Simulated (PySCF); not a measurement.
AsF3, triplet, geometry from GFN2-xTB (a higher spin typed on purpose: for a closed-shell molecule this is an excited state). Base run: B3LYP/STO-3G (PySCF).

Geometry (Å):
```xyz
4

F     -1.7585    -0.8692     0.2093
As     0.0756    -0.2153     0.0788
F      1.9421     0.3460    -0.0179
F     -0.4606     1.3128    -0.4802
```
Charge 0, spin multiplicity 3.
Orbitals are unrestricted.
All else is at PySCF's defaults.
Base energy -2505.60037 Eh.

The base run was repeated with changes; each row names its change, and settings that it needs were set with it.

| change | ΔE vs base (mEh) | grid points | electrons on the grid |
|---|---|---|---|
| base | 0.000 | 63216 | 60.00001 |
| grids.prune = off | 0.000 | 107016 | 60.00001 |
| grids.atom_grid = (150, 974) | 0.001 | 310240 | 60.00000 |
| grids.atom_grid = (30, 110) | 3.118 | 9832 | 59.99968 |
| small_rho_cutoff = 0 | 0.000 | 63216 | 60.00001 |
| grids.level = 0 | -39.429 | 5712 | 60.02150 |
| grids.radi_method = mura_knowles | 0.000 | 60800 | 60.00001 |
| grids.atom_grid = (50, 194) | -0.135 | 25928 | 59.99998 |
| grids.level = 4 | -0.001 | 116696 | 60.00000 |
| grids.level = 2 | 0.048 | 47888 | 59.99993 |
| grids.prune = dft.gen_grid.treutler_prune | -0.001 | 57984 | 60.00001 |

Open shells are given as the SCF converged; they aren't shown to be the lowest states, and a large step between rows can be another state.
